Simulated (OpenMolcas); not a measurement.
# N⁺: thermal populations, Slater's ratio, the spin-orbit constant, worked from levels

* Program: OpenMolcas 26.06
* Basis: ANO-RCC-VTZP [4s3p2d1f]
* Scalar Hamiltonian: DKH2, point nucleus
* Active space: 4 electrons in 9 orbitals (RAS2 2s 2p; RAS3 3d, at most 2 electrons)
* State averaging: 2S+1 = 3 even, 6 roots; 2S+1 = 1 even, 11 roots; 2S+1 = 5 odd, 1 root; 2S+1 = 3 odd, 9 roots; 2S+1 = 1 odd, 8 roots
* Spin-orbit coupling: state interaction with AMFI integrals over the reference wave functions, term energies averaged over their components

Methods: RASSCF; MS-RASPT2, IPEA 0.25 Eh, imaginary shift 0.1 Eh (closed shells correlated: 1s). Measured levels: NIST Handbook of Basic Atomic Spectroscopic Data.

**Thermal populations.** Z = Σ (2J + 1) exp(-E/kT) with k = 0.695035 cm-1/K, over the levels below. No other level of either list lies under 90000 cm-1, which is above 7 kT at each temperature.

| Level | 2J + 1 | MS-RASPT2 | measured |
| --- | --- | --- | --- |
| 2s² 2p² ³P₀ | 1 | 0.0 | 0.0 |
| 2s² 2p² ³P₁ | 3 | 43.7 | 48.7 |
| 2s² 2p² ³P₂ | 5 | 130 | 131 |
| 2s² 2p² ¹D₂ | 5 | 15900 | 15316 |
| 2s² 2p² ¹S₀ | 1 | 33450 | 32689 |
| 2s 2p³ ⁵S°₂ | 5 | 45160 | 46785 |

```
T (K)  Z, MS-RASPT2  Z, measured levels  Ground level (%), MS-RASPT2  Ground level (%), measured levels
 5000         8.831               8.834                         11.3                               11.3
 8000         9.151               9.180                         10.9                               10.9
12000         9.690               9.740                         10.3                               10.3
```

At 12000 K, kT = 8340 cm-1, and the computed levels give Z = 1.000 + 2.984 + 4.923 + 0.743 + 0.018 + 0.022 = 9.690.

**Slater's ratio.** With one set of orbitals, p2 has ¹D - ³P = 6 F2 and ¹S - ¹D = 9 F2 (F2 = F²/25), a ratio of 3/2. Term energies are centres of gravity, weighted by 2J + 1.

```json
{"Source": "RASSCF", "¹D - ³P": "17447", "¹S - ³P": "36467", "F2 from the first": "2908", "Ratio": "1.090"}
{"Source": "MS-RASPT2", "¹D - ³P": "15817", "¹S - ³P": "33363", "F2 from the first": "2636", "Ratio": "1.109"}
{"Source": "measured", "¹D - ³P": "15227", "¹S - ³P": "32600", "F2 from the first": "2538", "Ratio": "1.141"}
```

Energies in cm-1. A ratio away from 3/2 shows effects beyond one configuration with one set of orbitals, and in heavier atoms second-order spin-orbit shifts.

**The spin-orbit constant.** For the Hund term ³P of p2, E(J) = (A/2) J(J+1) + constant and ζ = 2S·A = 2A. From J = 0 to J = 2 the energy changes by 3 A.

```
   Source  E(2) - E(0)     A   ζ
   RASSCF        129.6  43.2  86
MS-RASPT2        130.0  43.3  87
 measured        130.8  43.6  87
```

All in cm-1. MS-RASPT2 is off by -0.6 % and RASSCF by -0.9 %. Both methods take the spin-orbit matrix elements from the reference wave functions, so the second can move ζ only through the term energies and any multistate remixing. Second-order mixing with other terms is absorbed into this ζ.

Term energies are means over components that CASPT2 splits; among the terms shown or strongly mixed into the levels shown the widest spread is 21 cm-1 (2s² 2p² ¹D, MS-RASPT2). Active for correlation alone: 3d; no level in the range computed is led by a configuration that fills it, so any true level of that kind is missing. Without dynamic correlation excited terms often stand tens of per cent too high (terms of higher spin than the ground term too low), and those without a measured partner can miss by more than the paired ones (holds for RASSCF). Measured partners are found by configuration, term and J. A level has none where our copy of the source lacks it or the pairing is in doubt (some pairs that miss far off the trend of their configuration count as doubtful), and it then counts in no deviation. Only configurations of the active space appear.

° marks odd parity.
